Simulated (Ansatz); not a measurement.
Geometry optimisation, RKS PBE/def2-SVP in Ansatz 0.2.0.

The input (input.yaml):

```yaml
crystal:
  periodic: [false, false, false]
  atoms:
    - { symbol: Ta, position_ang: [-0.53129, -0.230277, 0.140497] }
    - { symbol: Cl, position_ang: [3.129738, -0.651219, 0.112867] }
    - { symbol: "N", position_ang: [0.385816, 0.467336, 1.75281] }
    - { symbol: H, position_ang: [1.060543, -0.091493, 2.286189] }
    - { symbol: H, position_ang: [0.176553, 1.349797, 2.225093] }
    - { symbol: "N", position_ang: [0.451615, 0.168892, -1.532075] }
    - { symbol: H, position_ang: [0.010422, 0.198534, -2.46026] }
    - { symbol: H, position_ang: [1.476265, 0.211325, -1.610222] }
    - { symbol: "N", position_ang: [-1.716827, 1.395547, 0.001957] }
    - { symbol: H, position_ang: [-2.680545, 1.459113, 0.356118] }
    - { symbol: H, position_ang: [-1.437088, 2.312234, -0.369253] }
    - { symbol: F, position_ang: [-2.202368, -1.157408, 0.236896] }
    - { symbol: F, position_ang: [0.246132, -1.970453, 0.541988] }
    - { symbol: H, position_ang: [2.321635, -1.707027, 0.269996] }
basis:
  gaussian: { orbitals: def2-SVP }
hamiltonian:
  xc: pbe
relax:
  f_tol: 0.03
  max_steps: 50
```

Launched with:

```bash
$ ansatz run input.yaml --threads 4 --pin off --max-ram 5120MiB --backend cpu --events-out ev --progress --plain --runs-dir out
```

**Question.** Where does it end, and by what steps?

**Answer.** It converged. After 13 steps the energy has fallen by 0.208 eV; Cl2 moved furthest, 0.85 Å.

```tsv
step	energy less start (eV)	largest force component (eV/Å)	accepted
0	0.0000	0.810	yes
1	-0.0867	0.745	yes
2	-0.1437	0.301	yes
3	-0.1771	0.783	yes
4	-0.1959	0.221	yes
5	-0.1434	0.662	no
6	-0.2035	0.052	yes
7	-0.2049	0.040	yes
8	-0.2056	0.098	yes
9	-0.2069	0.094	yes
10	-0.2067	0.181	no
11	-0.2076	0.046	yes
12	-0.2080	0.043	yes
13	-0.2082	0.023	yes
```

```xyz
14
Properties=species:S:1:pos:R:3
Ta -0.554 -0.153 0.201
Cl 3.332 -1.360 -0.306
N 0.323 0.607 1.805
H 0.996 0.059 2.352
H 0.105 1.496 2.261
N 0.518 0.308 -1.396
H 0.174 0.322 -2.363
H 1.548 0.276 -1.385
N -1.846 1.363 -0.045
H -2.832 1.354 0.245
H -1.623 2.288 -0.433
F -2.103 -1.268 0.292
F 0.517 -1.784 0.602
H 2.136 -1.752 0.123
```

Whether the end is a true minimum wasn't checked by a vibrational analysis.

Run time: 41 s on 4 threads of Arm Neoverse V2, on a shared host, peak memory 0.24 GiB.
